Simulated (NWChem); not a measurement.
System: InCl, singlet; SMILES [Cl][In]

NWChem input:

```
start job
memory heap 200 mb stack 900 mb global 1100 mb
geometry units angstroms noautoz
  In     0.000000     0.000000    -0.636208
  Cl     0.000000     0.000000     1.793726
end
basis spherical
  In library def2-tzvp
  Cl library def2-tzvp
end
ecp
  In library def2-ecp
end
dft
  xc b3lyp
  iterations 150
  mulliken
end
task dft energy
```

Low-valent species are run as closed-shell singlets; no triplet was tried in these runs. Geometry: optimised at PBE0/def2-SVP. def2 effective core potentials on In; no spin-orbit coupling.

What results follow from this input? (B3LYP/def2-TZVP with def2 effective core potentials on In.) Quantities: basis functions; energy (Ha); highest occupied level (eV); orbital gap (eV); dipole (D).


| Item | Result |
|---|---|
| number of basis functions | 87 |
| energy (Ha) | -650.52 |
| highest occupied level (eV) | -7.14 |
| orbital gap (eV) | 5.08 |
| dipole (D) | 3.60 |
